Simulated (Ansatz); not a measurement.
Geometry optimisation, Ansatz 0.2.0, RKS PBE/def2-SVP.

Input file:

```yaml
crystal:
  periodic: [false, false, false]
  atoms:
    - { symbol: B, position_ang: [-0.8077, 1.7907, 0.3463] }
    - { symbol: C, position_ang: [-0.9025, 0.3061, 0.795] }
    - { symbol: C, position_ang: [0.4284, -0.3854, 0.6232] }
    - { symbol: O, position_ang: [0.532, -1.6018, 1.3142] }
    - { symbol: Sn, position_ang: [0.9591, -0.7228, -1.4602] }
    - { symbol: H, position_ang: [-1.0976, 2.7106, 1.1072] }
    - { symbol: H, position_ang: [-0.5907, 2.1162, -0.7842] }
    - { symbol: H, position_ang: [-1.6322, -0.2101, 0.198] }
    - { symbol: H, position_ang: [-1.1953, 0.3015, 1.9072] }
    - { symbol: H, position_ang: [1.262, 0.2475, 1.1046] }
    - { symbol: H, position_ang: [-0.1853, -2.206, 0.8579] }
    - { symbol: H, position_ang: [2.4664, -1.6206, -1.5256] }
    - { symbol: H, position_ang: [1.1128, 0.8489, -2.2686] }
    - { symbol: H, position_ang: [-0.3624, -1.6041, -2.1862] }
basis:
  gaussian: { orbitals: def2-SVP }
hamiltonian:
  xc: pbe
relax:
  f_tol: 0.015
  max_steps: 40
output:
  orbitals: {}
```

Command:

```bash
$ ansatz run input.yaml --threads 2 --pin off --max-ram 3072MiB --backend cpu --events-out ev --progress --plain --runs-dir out
```

Q: Where does it end, and by what steps?

A: It converged. After 29 steps the energy has fallen by 0.486 eV; H7 moved furthest, 1.52 Å.

```csv
step,energy less start (eV),largest force component (eV/Å),accepted
0,0.0000,2.240,yes
2,-0.3530,0.498,yes
4,-0.3938,0.273,yes
6,-0.4461,0.084,yes
8,-0.4512,0.095,yes
10,-0.4527,0.113,yes
12,-0.4556,0.038,yes
14,-0.4582,0.135,yes
16,-0.4592,0.304,no
18,-0.4646,0.189,yes
20,-0.4766,0.129,yes
22,-0.4827,0.166,yes
24,-0.4850,0.040,yes
26,-0.4852,0.061,yes
28,-0.4854,0.058,no
29,-0.4856,0.005,yes
```

```xyz
14
Properties=species:S:1:pos:R:3
B -0.785 1.916 0.463
C -0.811 0.388 0.762
C 0.457 -0.443 0.580
O 0.440 -1.684 1.270
Sn 0.930 -0.785 -1.571
H -1.827 2.540 0.380
H 0.270 2.527 0.405
H -1.717 -0.116 0.355
H -1.032 0.458 1.869
H 1.326 0.115 0.987
H -0.351 -2.173 0.971
H 2.549 -1.363 -1.765
H 0.694 0.621 -2.566
H -0.158 -2.029 -2.111
```

Whether the end is a true minimum wasn't checked by a vibrational analysis.

Time of the run: 2.6 min on 2 threads of Arm Neoverse N1 (shared host), peak memory 0.17 GiB.
